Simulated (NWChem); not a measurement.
All runs are NWChem calculations. System: Cl₄Sn, charge 0, spin multiplicity 1, at a geometry optimised with PBE0/def2-SVP with def2 effective core potentials on Sn. The structure started from a generated list of species. Level: RHF/def2-TZVP with def2 effective core potentials on Sn.

The NWChem input:

```
start mol
memory heap 200 mb stack 900 mb global 1100 mb
geometry units angstroms nocenter noautoz
  Cl     1.891522     0.000000    -1.337409
  Sn     0.000000     0.000000    -0.000082
  Cl    -1.891522     0.000000    -1.337409
  Cl     0.000000     1.891496     1.337530
  Cl     0.000000    -1.891496     1.337530
  symmetry group C2v
end
basis spherical
  * library def2-tzvp
end
ecp
  Sn library def2-ecp
end
scf
  rhf
  nopen 0
  maxiter 100
  thresh 1e-7
  semidirect memsize 60000000 filesize 0
end
task scf energy
```

Part of the output:

```
             Northwest Computational Chemistry Package (NWChem) 7.3.0
             --------------------------------------------------------

                                NWChem Input Module
                                -------------------

 Scaling coordinates for geometry "geometry" by  1.889725989
 (inverse scale =  0.529177249)

 Turning off AUTOSYM since
 SYMMETRY directive was detected!

                             Geometry "geometry" -> ""
                             -------------------------

 Output coordinates in angstroms (scale by  1.889725989 to convert to a.u.)

  No.       Tag          Charge          X              Y              Z
 ---- ---------------- ---------- -------------- -------------- --------------
    1 Cl                  17.0000     1.89152200     0.00000000    -1.33740900
    2 Sn                  50.0000     0.00000000     0.00000000    -0.00008200
    3 Cl                  17.0000    -1.89152200     0.00000000    -1.33740900
    4 Cl                  17.0000     0.00000000     1.89149600     1.33753000
    5 Cl                  17.0000     0.00000000    -1.89149600     1.33753000

 Effective nuclear repulsion energy (a.u.)    1019.2145955922

            Nuclear Dipole moment (a.u.)
            ----------------------------
        X                 Y               Z
 ---------------- ---------------- ----------------
     0.0000000000     0.0000000000     0.0000264562

      Symmetry information
      --------------------

 Group name             C2v
 Group number             16
 Group order               4
 No. of unique centers     3

      Symmetry unique atoms

     1    2    4


 Summary of "ao basis" -> "" (spherical)
 ------------------------------------------------------------------------------
       Tag                 Description            Shells   Functions and Types
 ---------------- ------------------------------  ------  ---------------------
 *                         def2-tzvp                  on all atoms

 Summary of "ao basis" -> "ao basis" (spherical)
 ------------------------------------------------------------------------------
[...]
 Vector   46  Occ=0.000000D+00  E= 1.075674D-02  Symmetry=a1
              MO Center=  2.9D-15,  9.9D-15, -4.5D-05, r^2= 5.3D+00
   Bfn.  Coefficient  Atom+Function         Bfn.  Coefficient  Atom+Function
  ----- ------------  ---------------      ----- ------------  ---------------
    43      1.061626  2 Sn s                 42      0.660276  2 Sn s
    39      0.467506  2 Sn s                 40     -0.368009  2 Sn s
    41     -0.327851  2 Sn s                 38     -0.294700  2 Sn s
    18      0.262844  1 Cl px               105     -0.262844  3 Cl px
   143      0.262800  4 Cl py               180     -0.262800  5 Cl py

 Vector   47  Occ=0.000000D+00  E= 1.090031D-01  Symmetry=b2
              MO Center=  4.3D-13,  5.7D-10, -2.4D-01, r^2= 7.0D+00
   Bfn.  Coefficient  Atom+Function         Bfn.  Coefficient  Atom+Function
  ----- ------------  ---------------      ----- ------------  ---------------
    57      1.055716  2 Sn py               129     -0.380764  4 Cl s
   166      0.380764  5 Cl s                 54      0.289565  2 Sn py
    19     -0.273294  1 Cl py               106     -0.273294  3 Cl py
   144      0.232511  4 Cl pz               181     -0.232511  5 Cl pz
    51      0.230972  2 Sn py                48     -0.229335  2 Sn py

 Vector   48  Occ=0.000000D+00  E= 1.090123D-01  Symmetry=a1
              MO Center=  7.3D-11, -1.8D-09, -2.7D-04, r^2= 7.1D+00
   Bfn.  Coefficient  Atom+Function         Bfn.  Coefficient  Atom+Function
  ----- ------------  ---------------      ----- ------------  ---------------
    58      1.055878  2 Sn pz                55      0.289459  2 Sn pz
     5      0.269301  1 Cl s                 92      0.269301  3 Cl s
   129     -0.269266  4 Cl s                166     -0.269266  5 Cl s
    18     -0.232521  1 Cl px               105      0.232521  3 Cl px
   143      0.232501  4 Cl py               180     -0.232501  5 Cl py

 center of mass
 --------------
 x =   0.00000000 y =   0.00000000 z =  -0.00000884

 moments of inertia (a.u.)
 ------------------
        1787.077250563486           0.000000000000           0.000000000000
           0.000000000000        1787.101815789998           0.000000000000
           0.000000000000           0.000000000000        1787.128732210094

  Mulliken analysis of the total density
  --------------------------------------

    Atom       Charge   Shell Charges
 -----------   ------   -------------------------------------------------------
    1 Cl  17    17.37   2.01  0.45  1.52  1.09  0.90  4.18  1.69  1.05  2.90  1.55  0.01  0.03  0.00
    2 Sn  22    20.53   0.27 -0.74  1.48  0.97  0.78  0.10 -0.40  6.36  0.65  0.52  0.03  9.01  1.08  0.30  0.11  0.01
    3 Cl  17    17.37   2.01  0.45  1.52  1.09  0.90  4.18  1.69  1.05  2.90  1.55  0.01  0.03  0.00
    4 Cl  17    17.37   2.01  0.45  1.52  1.09  0.90  4.18  1.69  1.05  2.90  1.55  0.01  0.03  0.00
    5 Cl  17    17.37   2.01  0.45  1.52  1.09  0.90  4.18  1.69  1.05  2.90  1.55  0.01  0.03  0.00

       Multipole analysis of the density wrt the origin
       ------------------------------------------------

     L   x y z        total         open         nuclear
     -   - - -        -----         ----         -------
     0   0 0 0      0.000000      0.000000     90.000000

     1   1 0 0     -0.000000      0.000000      0.000000
     1   0 1 0     -0.000000      0.000000      0.000000
     1   0 0 1     -0.000598      0.000000      0.004365

     2   2 0 0    -57.792865      0.000000    434.409568
     2   1 1 0      0.000000      0.000000      0.000000
     2   1 0 1     -0.000000      0.000000      0.000000
     2   0 2 0    -57.794949      0.000000    434.397626
     2   0 1 1      0.000000      0.000000      0.000000
     2   0 0 2    -57.793772      0.000000    434.384540

 Task  times  cpu:       19.3s     wall:       19.3s

 Total times  cpu:       19.3s     wall:       19.3s
```
